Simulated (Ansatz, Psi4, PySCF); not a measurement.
phosphoric acid (H3O4P), singlet, at a GFN2-xTB geometry. Base run: R2SCAN/STO-3G in PySCF.

The PySCF input:
```python
from pyscf import gto, scf, dft

mol = gto.M(
    atom='''
O     0.49639997    0.07749188    1.46274063
P     0.07763513   -0.00187854   -0.06678288
O     1.18776102   -0.02874031   -1.02172942
O    -0.88586825   -1.26330432   -0.10643158
O    -0.92691551    1.21766505   -0.22393643
H     1.27103163    0.62878945    1.55130795
H    -0.37287092   -2.04878771   -0.28441190
H    -1.03370548    1.42327804   -1.15029845
''',
    basis='sto-3g',
    verbose=4,
)

mf = dft.RKS(mol)
mf.xc = 'r2scan'
mf.kernel()
```

The same geometry, method and basis name were run in Ansatz (a first-principles code) and Psi4 and PySCF, at each program's defaults and at the settings that a row names. The base is PySCF at its defaults. Differences at the defaults can come from grids, fitting, cores and function types together.

```
code and settings                                                                             ΔE vs base (mEh)  basis functions      E (Eh)  SCF cycles  dipole (D)
--------------------------------------------------------------------------------------------  ----------------  ---------------  ----------  ----------  ----------
PySCF, defaults (exact integrals, its default grid, spherical functions)                                 0.000               32  -635.72595           9        0.36
Psi4, defaults (density fitting with its default set, its default grid, spherical functions)            -2.590               32  -635.72854           8        0.36
Ansatz, defaults (factorised integrals, its default grid, spherical functions)                          -0.005               32  -635.72596           -           -
PySCF, density fitting with def2-universal-jkfit                                                        -2.377               32  -635.72833           9        0.36
PySCF, fine grid                                                                                        -0.033               32  -635.72599           9        0.36
Psi4, exact integrals, spherical functions, fine grid                                                    0.149               32  -635.72580          10        0.36
Ansatz, high accuracy                                                                                   -0.003               32  -635.72596           -           -
```
